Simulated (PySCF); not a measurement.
# Telling isomers of C₇H₉NSi apart by NMR

Level of theory: NMR shieldings at PBE0/pcSseg-1/GIAO, geometry from GFN2-xTB, in PySCF 2.14 (gas phase, rapidly exchanging positions averaged, no relativistic terms, one computed conformer).

δ = σ(ref) − σ, references computed at the same level: 1H (σref 31.72) and 13C (σref 186.93) against TMS. Where no couplings were computed, multiplicities follow the n + 1 count of equivalent neighbours, and m marks all less simple cases (inequivalent or close neighbours, rings, F or P nearby). Shifts are as computed. Against solution values, carbons near 30 ppm lie about +3 ppm off and those near 130 ppm about +5 ppm. Of 1309 compounds with measured shifts, 239 miss one by over three times the rms of a fit or turn the order of signals round; such compounds aren't used in these exercises. OH and NH positions are gas-phase values without hydrogen bonding to other molecules.

(1) Tabulate the signals of `N#CC1=C[SiH2][C@H]2C[C@@H]1C2`, `[H]/N=C\C1=C[C@@]2([SiH3])C=C[C@@H]12`, `C=C1[SiH2][C@H]1n1cccc1` and their relative energies.

(2) What is the quickest way to tell [H]/N=C\C1=C[C@@]2([SiH3])C=C[C@@H]12 from C=C1[SiH2][C@H]1n1cccc1?

(3) What is the quickest way to tell N#CC1=C[SiH2][C@H]2C[C@@H]1C2 from C=C1[SiH2][C@H]1n1cccc1?

(4) What is the quickest way to tell N#CC1=C[SiH2][C@H]2C[C@@H]1C2 from [H]/N=C\C1=C[C@@]2([SiH3])C=C[C@@H]12?

## Answers

(1) 
```json
{"SMILES": "N#CC1=C[SiH2][C@H]2C[C@@H]1C2", "carbon types": "2×C 3×CH 2×CH2", "δC": "151.6, 143.9, 123.5, 40.3, 36.5, 16.9", "δH": "6.98 (t, 1H), 4.60 (m, 2H), 2.74 (m, 2H), 2.73 (m, 1H), 1.89 (m, 1H), 1.77 (m, 2H)", "E rel. (kcal/mol)": "0.0"}
{"SMILES": "[H]/N=C\\C1=C[C@@]2([SiH3])C=C[C@@H]12", "carbon types": "2×C 5×CH", "δC": "166.8, 156.5, 156.3, 156.2, 149.3, 51.8, 47.9", "δH": "10.96 (br s, 1H), 8.40 (s, 1H), 6.97 (s, 1H), 6.92 (m, 1H), 6.89 (m, 1H), 4.10 (s, 3H), 3.90 (m, 1H)", "E rel. (kcal/mol)": "52.0"}
{"SMILES": "C=C1[SiH2][C@H]1n1cccc1", "carbon types": "1×C 5×CH 1×CH2", "δC": "145.1, 141.2, 121.1, 114.2, 36.1", "δH": "7.13 (m, 1H), 7.01 (m, 1H), 6.53 (m, 2H), 6.32 (m, 2H), 4.07 (m, 1H), 3.63 (m, 1H), 3.43 (m, 1H)", "E rel. (kcal/mol)": "25.5"}
```

Energies are electronic energies at PBE0/pcSseg-1 on these geometries, without zero-point or thermal terms, each for the one conformer computed, which needn't be the lowest.

(2) Count the carbon signals: 7 against 5. The first has an allylic fully substituted sp3 carbon bonded to Si (C) at 47.9 ppm, the second a terminal =CH2 carbon at 141.2 ppm. Their most deshielded carbons lie at 166.8 and 145.1 ppm. In the proton spectra the most deshielded non-exchanging signals are 8.40 (s, 1H) and 7.13 (m, 1H).

(3) Count the carbon signals: 6 against 5. The first has an sp3 CH2 in a ring at 36.5 ppm, the second a terminal =CH2 carbon at 141.2 ppm. Their most deshielded carbons lie at 151.6 and 145.1 ppm.

(4) Count the carbon signals: 6 against 7. The first has an sp3 CH2 in a ring at 36.5 ppm, the second an allylic fully substituted sp3 carbon bonded to Si (C) at 47.9 ppm. Their most deshielded carbons lie at 151.6 and 166.8 ppm. In the proton spectra the most deshielded non-exchanging signals are 6.98 (t, 1H) and 8.40 (s, 1H).
